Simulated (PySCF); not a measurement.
## Bonding in `C#CC[C@@H]1C[SiH2]C=C1[SiH3]`

Species: C₇H₁₂Si₂.
Atom-mapped SMILES: `[CH:1]#[C:2][CH2:3][C@@H:4]1[CH2:5][SiH2:6][CH:7]=[C:8]1[SiH3:9]` (hydrogens: H10 on C1; H11, H12 on C3; H13 on C4; H14, H15 on C5; H16, H17 on Si6; H18 on C7; H19, H20, H21 on Si9)

Structure used (GFN2-xTB), in Å, numbered top down from 1:
```
atom  x, y, z in Å
C1     3.0280   -1.8634   -1.0962
C2     2.0843   -1.5058   -0.4527
C3     0.9296   -1.0640    0.2982
C4     0.0256   -0.1341   -0.5333
C5     0.7594    1.1756   -0.8605
Si6    0.2799    2.3939    0.5217
C7    -1.2277    1.3447    0.9111
C8    -1.2095    0.1637    0.2837
Si9   -2.5691   -1.1347    0.4233
H10    3.8600   -2.1846   -1.6481
H11    0.3602   -1.9421    0.6176
H12    1.2619   -0.5249    1.1907
H13   -0.2477   -0.6655   -1.4526
H14    1.8272    0.9943   -0.9696
H15    0.4072    1.5536   -1.8214
H16   -0.0241    3.7431    0.0390
H17    1.2512    2.4642    1.6213
H18   -2.0516    1.6253    1.5497
H19   -2.1531   -2.2064    1.3368
H20   -2.8179   -1.7113   -0.9010
H21   -3.7827   -0.5047    0.9420
```

Bond orders from the PBE0/pcSseg-1 density (PySCF). Isolated species at its GFN2-xTB geometry (one conformer only).

Q: How far do the computed orders between heavy atoms stray from the drawn ones?

A: The largest departure is 0.478, at C1–C2 (drawn triple, 2.522). Drawn single, order above 1.12: C2–C3 (1.137). Drawn single, order below 0.88: C8–Si9 (0.872). Drawn double or triple, more than 0.30 short of the drawn order: C1–C2 (2.522).

Q: Give the Mayer order of every bond, beside its length.

A: 
```json
{"bond": "C1–C2", "drawn as": "triple", "length (Å)": "1.197", "Mayer order": "2.522"}
{"bond": "C2–C3", "drawn as": "single", "length (Å)": "1.447", "Mayer order": "1.137"}
{"bond": "C3–C4", "drawn as": "single", "length (Å)": "1.541", "Mayer order": "0.971"}
{"bond": "C4–C5", "drawn as": "single", "length (Å)": "1.536", "Mayer order": "1.012"}
{"bond": "C5–Si6", "drawn as": "single", "length (Å)": "1.904", "Mayer order": "0.919"}
{"bond": "Si6–C7", "drawn as": "single", "length (Å)": "1.878", "Mayer order": "0.889"}
{"bond": "C7–C8", "drawn as": "double", "length (Å)": "1.338", "Mayer order": "1.891"}
{"bond": "C8–Si9", "drawn as": "single", "length (Å)": "1.885", "Mayer order": "0.872"}
{"bond": "C8–C4", "drawn as": "single", "length (Å)": "1.511", "Mayer order": "0.992"}
{"bond": "C1–H10", "drawn as": "single", "length (Å)": "1.049", "Mayer order": "1.157"}
{"bond": "C3–H11", "drawn as": "single", "length (Å)": "1.094", "Mayer order": "0.907"}
{"bond": "C3–H12", "drawn as": "single", "length (Å)": "1.094", "Mayer order": "0.895"}
{"bond": "C4–H13", "drawn as": "single", "length (Å)": "1.096", "Mayer order": "0.939"}
{"bond": "C5–H14", "drawn as": "single", "length (Å)": "1.089", "Mayer order": "0.940"}
{"bond": "C5–H15", "drawn as": "single", "length (Å)": "1.091", "Mayer order": "0.946"}
{"bond": "Si6–H16", "drawn as": "single", "length (Å)": "1.465", "Mayer order": "0.947"}
{"bond": "Si6–H17", "drawn as": "single", "length (Å)": "1.469", "Mayer order": "0.937"}
{"bond": "C7–H18", "drawn as": "single", "length (Å)": "1.079", "Mayer order": "0.943"}
{"bond": "Si9–H19", "drawn as": "single", "length (Å)": "1.468", "Mayer order": "0.936"}
{"bond": "Si9–H20", "drawn as": "single", "length (Å)": "1.466", "Mayer order": "0.941"}
{"bond": "Si9–H21", "drawn as": "single", "length (Å)": "1.462", "Mayer order": "0.950"}
```

By pair of heavy elements: C–C: lowest C3–C4 (0.971, 1.541 Å), highest C1–C2 (2.522, 1.197 Å); in 1 of the 15 pairs the longer bond (by over 0.003 Å) has the higher order (by 0.02 or more). C–Si: lowest C8–Si9 (0.872, 1.885 Å), highest C5–Si6 (0.919, 1.904 Å); in 2 of the 3 pairs the longer bond (by over 0.003 Å) has the higher order (by 0.02 or more).

Q: Sum the orders of all bonds at each heavy atom with more than one neighbour and set the sums beside the valence in the SMILES.

A: C1 3.679 (drawn 4), C2 3.659 (drawn 4), C3 3.910 (drawn 4), C4 3.914 (drawn 4), C5 3.817 (drawn 4), Si6 3.692 (drawn 4), C7 3.723 (drawn 4), C8 3.755 (drawn 4), Si9 3.699 (drawn 4). Orders between atoms that aren't bonded are not in these sums.

Mayer orders depend on the basis set.
